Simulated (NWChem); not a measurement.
CHCuO; SMILES [O+]#[C-]->[CuH]

```xyz
4

Cu    -0.0013    -0.7604     0.0000
H     -0.0191    -2.2916     0.0000
O     -0.0008     2.2189     0.0000
C      0.0046     1.0896     0.0000
```
Atoms are numbered in this order, from 1.

The geometry was optimised at PBE0/def2-SVP.

Problem. List the 4 lowest vertical singlet excitations from PBE0/def2-SVPD, TDA (NWChem).

Solution. 
```csv
state,energy (eV),oscillator strength,leading excitation (squared amplitude)
S1,3.12,0.027,HOMO → LUMO (0.98)
S2,3.12,0.027,HOMO → LUMO+1 (0.98)
S3,4.40,0.000,HOMO−2 → LUMO (0.50)
S4,4.40,0.000,HOMO−1 → LUMO (0.50)
```
